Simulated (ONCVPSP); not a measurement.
## strontium (Sr): one change to an ONCV potential, before and after

strontium (Sr), optimised norm-conserving Vanderbilt (ONCV), made with ONCVPSP 4.0.1 (PBE, fully relativistic). Core [Ar] 3d10, reference 4s2 4p6 5s1 5p1. Waves: 4s+5s: rc 2.60 bohr, ncon 4, nbas 7, qcut 4.5 1/bohr, 2 projectors; 4p+5p: rc 2.15 bohr, ncon 4, nbas 7, qcut 7.9 1/bohr, 2 projectors; d scattering state at 0.16 Ha: rc 2.25 bohr, ncon 3, nbas 8, qcut 3.7 1/bohr, 2 projectors, debl 0.8 Ha. Local part: polynomial inside 2.10 bohr (lpopt 5, dvloc0 3 Ha). Core correction: Teter function, fcfact 6, rcfact 1.6.

Open shells are filled in proportion to 2j + 1.

In the d channel the program set the typed energies aside and used 0.050, 0.850 Ha (j = l + 1/2; the other j can differ).

All-electron outer shells of the reference configuration (PBE, scalar-relativistic, ld1.x):

```json
{"shell": "3d", "level (eV)": "-129.37", "outermost node (bohr)": "–", "outermost maximum (bohr)": "0.38"}
{"shell": "4s", "level (eV)": "-42.22", "outermost node (bohr)": "0.59", "outermost maximum (bohr)": "1.19"}
{"shell": "4p", "level (eV)": "-24.12", "outermost node (bohr)": "0.61", "outermost maximum (bohr)": "1.33"}
{"shell": "5s", "level (eV)": "-4.18", "outermost node (bohr)": "1.64", "outermost maximum (bohr)": "3.62"}
{"shell": "5p", "level (eV)": "-1.83", "outermost node (bohr)": "1.95", "outermost maximum (bohr)": "4.77"}
```

Change: scalar-relativistic.

Cutoffs: the cutoffs (Ha) at which the residual kinetic energy of the hardest occupied pseudo-wave falls to 1 and 0.1 mHa per electron; they do not see the model core or the augmentation charge, which bear on the density cutoff. Errors are all-electron minus pseudo energies relative to the spin-unpolarised reference configuration.

Task: Predict the effect on cutoff, ghosts and configuration errors.

Result: The potential gets neither clearly harder nor softer (14 Ha and 19 Ha → 14 Ha and 19 Ha); of the 4 tests that both files solve, the error grows in 2 and shrinks in 0 by more than 15 % and 0.3 meV (median size 0.9 → 0.9 meV); neither file shows a bound ghost.

| quantity | base | changed |
| --- | --- | --- |
| cutoff, loose | 14 Ha | 14 Ha |
| cutoff, tight | 19 Ha | 19 Ha |
| loose cutoff by channel | s 3.8 Ha, p 14 Ha | s 3.8 Ha, p 14 Ha |
| bound ghosts | none | none |
| GHOST(+) flags under 300 eV | none | none |
| error for 4s2 4p6 5s2 5p0, meV [ΔE -2.30 eV] | -0.7 | -0.7 |
| error for 4s2 4p6 5s1 5p0, meV [ΔE 3.59 eV] | 0.0 | -0.4 |
| error for 4s2 4p6 5s0 5p0, meV [ΔE 14.59 eV] | -1.9 | -3.1 |
| error for 4s2 4p6 5s0 5p2, meV [ΔE 2.41 eV] | -1.0 | -1.1 |
| s: phases at 2.64 bohr within 0.05 rad from the reference energy up to (Ha; the scan ends near 5) | 2.9 | 2.9 |
| rms error of d²Exc/dni dnj with the model core, mHa | 2.47 | 3.64 |
